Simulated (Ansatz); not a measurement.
```yaml
crystal:
  periodic: [false, false, false]
  atoms:
    - {symbol: O, position_ang: [2.098085, -2.035473, 2.305429]}
    - {symbol: B, position_ang: [1.813996, -2.710483, -0.584383]}
    - {symbol: O, position_ang: [3.384975, -4.946526, -1.765682]}
    - {symbol: Te, position_ang: [-1.116119, -0.479664, -3.713802]}
    - {symbol: Si, position_ang: [-2.613354, 3.515087, -0.292498]}
    - {symbol: H, position_ang: [0.827747, -0.479787, 2.973076]}
    - {symbol: H, position_ang: [4.600863, -5.916044, -0.325430]}
    - {symbol: H, position_ang: [-5.793265, 4.149675, -0.655108]}
    - {symbol: H, position_ang: [-2.111881, 2.526605, 2.803329]}
    - {symbol: H, position_ang: [-0.908008, 6.263967, -0.738551]}
basis:
  gaussian: {orbitals: def2-mTZVP}
magnetization: {spin_polarized: true, initial_magnetization: 0}
hamiltonian: {xc: {name: CAM-B3LYP}}
output: {forces: true}
```

```sh
$ ansatz run in.yaml --threads 4 --pin off --events-out ev --progress --plain --max-ram 10444MiB
```

It prints (some lines left out):

```
Functional definition: CAM-B3LYP
1375 factors; integrals over basis functions are off by at most 3.3e-4 eV
432 factors; integrals over basis functions are off by at most 2.1e-4 eV
mean field evaluation 1: about -19941.3584 eV, gradient 8.4e1 eV
mean field evaluation 2: about -19287.4938 eV, gradient 1.7e2 eV
mean field evaluation 4: about -19861.2460 eV, gradient 7.8e1 eV
mean field evaluation 8: about -19982.2588 eV, gradient 2.7e0 eV
mean field evaluation 16: about -19987.4574 eV, gradient 6.2e0 eV
mean field evaluation 32: about -19992.0358 eV, gradient 1.2e-3 eV
mean field -19992.06487135 eV, -734.6948329140 hartree, gradient 2.3e-6 eV, S^2 5.928960; 9 other end points of the search recorded, 0 dependent functions left out
reference -19992.06510938 eV, -734.6948416614 hartree; 32, 32 occupied and 108, 108 virtual orbitals, 1375 factors
Total energy: -19992.06510938 eV, -734.6948416614 hartree
Atom 0 at     2.098085    -2.035473     2.305429 Å, force    -0.694283     0.647642    -0.251547 eV/Å
Atom 1 at     1.813996    -2.710483    -0.584383 Å, force     0.416526    -0.349657     0.390397 eV/Å
Atom 2 at     3.384975    -4.946526    -1.765682 Å, force     0.210929     0.012146     0.811702 eV/Å
Atom 3 at    -1.116119    -0.479664    -3.713802 Å, force     0.015430    -0.007565     0.017701 eV/Å
Atom 4 at    -2.613354     3.515087    -0.292498 Å, force    -0.090026     0.234229     0.246666 eV/Å
Atom 5 at     0.827747    -0.479787     2.973076 Å, force     0.606525    -0.746478    -0.328786 eV/Å
Atom 6 at     4.600863    -5.916044    -0.325430 Å, force    -0.560735     0.454787    -0.638808 eV/Å
Atom 7 at    -5.793265     4.149675    -0.655108 Å, force     0.291519    -0.100805     0.055106 eV/Å
Atom 8 at    -2.111881     2.526605     2.803329 Å, force    -0.069453     0.137816    -0.364011 eV/Å
Atom 9 at    -0.908008     6.263967    -0.738551 Å, force    -0.126431    -0.282116     0.061580 eV/Å
Dipole moment:    -0.221240     0.174134    -0.227558 e Å
```

Question: What is wrong with this run?

Answer: The geometry is stretched to more than twice its size. Self-consistency was reached. The result belongs to that input, not to the molecule as meant.
